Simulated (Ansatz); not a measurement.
Consider the formal exchange of groups at the Si–C bond: `[OH][GaH][CH2][SiH3]` + `CO/C=C/O` → `O/C=C/[SiH3]` + `CO[CH2][GaH][OH]`.

Computed with Ansatz on PBE0-D4/def2-TZVP structures; ΔE is electronic, products minus reactants. CBS: MP2 limit from def2 TZ/QZ plus the TZ coupled-cluster correction, frozen cores. Double bonds are as drawn, so ΔE can hold a change between cis and trans. DFT in def2-TZVPP. B3LYP here is the variant with VWN-RPA as its local correlation; programs differ in this. For Ga outer-core shells are correlated without core-valence functions, which leaves a few kJ/mol of doubt a bond. Scalar relativity is left out up to krypton. Each species was taken in one conformer, which may not be the lowest.

```
         level  ΔE (kcal/mol)
        PBE-D4            3.9
     r2SCAN-D4            4.3
      B3LYP-D4            3.6
CCSD/CBS(def2)            4.8
```

**Question.** What does CCSD(T)/CBS give? (An estimate is asked.)

**Answer.** Ansatz gave: +4.9 kcal/mol. The listed levels differ from it by -1.0, -0.6, -1.3, -0.1 kcal/mol.

Largest T1 diagnostic among the species: 0.014.

From PBE to PBE0 (25 % exact exchange), in def2-TZVPP and without D4, ΔE moves by +0.8 kcal/mol. In def2-TZVPP, CCSD(T) changes the Hartree–Fock value by +1.3 kcal/mol (the triples alone add +0.1 kcal/mol) and MP2 by +1.5 kcal/mol.
